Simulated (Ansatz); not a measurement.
Cost and result for the atomization energy of `[CH3][AlH-]([CH3])[NH3+]` (14 atoms, 13 bonds).

```xyz
14

C    -1.309   -1.240    0.636
Al   -0.109   -0.259   -0.592
C     1.840   -0.422   -0.302
N    -0.429    1.689    0.035
H    -2.358   -0.939    0.542
H    -1.280   -2.316    0.429
H    -1.026   -1.123    1.688
H    -0.610   -0.075   -2.113
H     2.197   -1.412   -0.607
H     2.422    0.304   -0.882
H     2.124   -0.304    0.750
H     0.120    2.337   -0.521
H    -1.406    1.941   -0.071
H    -0.176    1.819    1.009
```

Charge 0, multiplicity 1. The structure was optimised at the PBE0-D4/def2-TZVP level. It is one conformer, not always the lowest. Program: Ansatz. All runs use 4 threads of an Arm Neoverse V2 on a shared host. Times are those of one run each, without the atoms' runs, and a repeat can differ threefold. Electronic energies, without spin–orbit coupling; frozen cores. CCSD(T)/CBS adds CCSD(T) − MP2 in def2-TZVPP to the MP2 limit, and its time is that of the two runs behind it. T1 = 0.009. B3LYP takes the VWN-RPA correlation (the form of Gaussian; ORCA's B3LYP/G).

CCSD(T)/CBS is a level of theory with its own doubt, some kJ/mol a heavy atom from the limit and from the frozen cores, so smaller differences don't rank the functionals.

```json
{"level": "BLYP-D4/def2-TZVPP", "functions": "275", "wall time": "1.7 s", "atomization (kJ/mol)": "4781.2", "difference from CCSD(T)/CBS": "-30.7", "per bond": "-2.4"}
{"level": "PBE-D4/def2-TZVPP (with forces)", "functions": "275", "wall time": "2.1 s", "atomization (kJ/mol)": "4830.7", "difference from CCSD(T)/CBS": "18.8", "per bond": "1.4"}
{"level": "BHLYP-D4/def2-TZVPP", "functions": "275", "wall time": "2.3 s", "atomization (kJ/mol)": "4720.3", "difference from CCSD(T)/CBS": "-91.6", "per bond": "-7.1"}
{"level": "CAM-B3LYP-D4/def2-TZVPP", "functions": "275", "wall time": "2.7 s", "atomization (kJ/mol)": "4832.3", "difference from CCSD(T)/CBS": "20.4", "per bond": "1.6"}
{"level": "CCSD(T)/def2-SVP", "functions": "110", "wall time": "3.4 s", "atomization (kJ/mol)": "4568.0", "difference from CCSD(T)/CBS": "-243.9", "per bond": "-18.8"}
{"level": "r2SCAN-D4/def2-TZVPP (with forces)", "functions": "275", "wall time": "3.6 s", "atomization (kJ/mol)": "4801.0", "difference from CCSD(T)/CBS": "-10.9", "per bond": "-0.8"}
{"level": "B3LYP-D4/def2-TZVPP (with forces)", "functions": "275", "wall time": "3.7 s", "atomization (kJ/mol)": "4815.0", "difference from CCSD(T)/CBS": "3.1", "per bond": "0.2"}
{"level": "PBE-QIDH/def2-TZVPP", "functions": "275", "wall time": "4.3 s", "atomization (kJ/mol)": "4757.6", "difference from CCSD(T)/CBS": "-54.3", "per bond": "-4.2"}
{"level": "ωB97X-V/def2-TZVPP", "functions": "275", "wall time": "6.5 s", "atomization (kJ/mol)": "4812.8", "difference from CCSD(T)/CBS": "0.9", "per bond": "0.1"}
{"level": "B97M-V/def2-TZVPP", "functions": "275", "wall time": "7 s", "atomization (kJ/mol)": "4826.9", "difference from CCSD(T)/CBS": "15.0", "per bond": "1.2"}
{"level": "MP2/def2-QZVPP", "functions": "541", "wall time": "19 s", "atomization (kJ/mol)": "4767.8", "difference from CCSD(T)/CBS": "-44.1", "per bond": "-3.4"}
{"level": "CCSD(T)/def2-TZVPP", "functions": "275", "wall time": "120 s", "atomization (kJ/mol)": "4700.9", "difference from CCSD(T)/CBS": "-111.0", "per bond": "-8.5"}
{"level": "CCSD(T)/CBS(def2)", "functions": "–", "wall time": "2.2 min", "atomization (kJ/mol)": "4811.9", "difference from CCSD(T)/CBS": "0.0", "per bond": "0.0"}
```

From BLYP to BHLYP (50 % exact exchange), in def2-TZVPP and without D4, the atomization energy moves by −39.5 kJ/mol: exact exchange takes away binding that semilocal exchange gives to molecules. At CCSD(T), def2-SVP lies −244.0 kJ/mol from the extrapolated value and def2-TZVPP −111.0 kJ/mol: correlation converges slowly with the basis, and small sets miss more of it in the bonded molecule than in its fragments. In def2-TZVPP, CCSD(T) changes the Hartree–Fock value by +1116.3 kJ/mol (the triples alone add +47.6 kJ/mol) and MP2 by +1117.6 kJ/mol; breaking electron pairs costs correlation energy, which Hartree–Fock lacks.
